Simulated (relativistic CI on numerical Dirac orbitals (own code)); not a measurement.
# Nb5+: L2,3 absorption edge

Computed with this model: Dirac-Coulomb-Breit CI, separate exchange-only KLI orbitals for each configuration, model QED, valence Slater integrals scaled by 0.8, multiplet model of core-to-valence dipole absorption; configurations [Ar] 3d10 4s2 4p6 → [He] 2s2 2p5 3s2 3p6 3d10 4s2 4p6 4d; 80 K; Lorentzian 1.6 eV and Gaussian 0.5 eV FWHM. Energies are those of the free ion, without screening or charge transfer. The branching ratio is the share of the lower-energy edge in the whole absorption, uncertain by about 0.02 where the edges overlap. S is read from ⟨S²⟩ = S(S + 1).

Field parameters in Wybourne normalisation: Td as Oh with Dq negative (B⁴₀ = 21Dq, B⁴₄ = √(5/14) B⁴₀). The field is a parameter set, without covalency.

Peaks in eV (height, largest 100): 2378.8 (36), 2381.2 (100), 2473.0 (26), 2475.2 (41).

Q: Which surroundings give this spectrum?
A. Td, 10Dq = -18050 cm⁻¹
B. Td, 10Dq = -8550 cm⁻¹
C. Td, 10Dq = -13300 cm⁻¹
D. free ion

A: A. Td, 10Dq = -18050 cm⁻¹, where the ground state has S = 0.00.
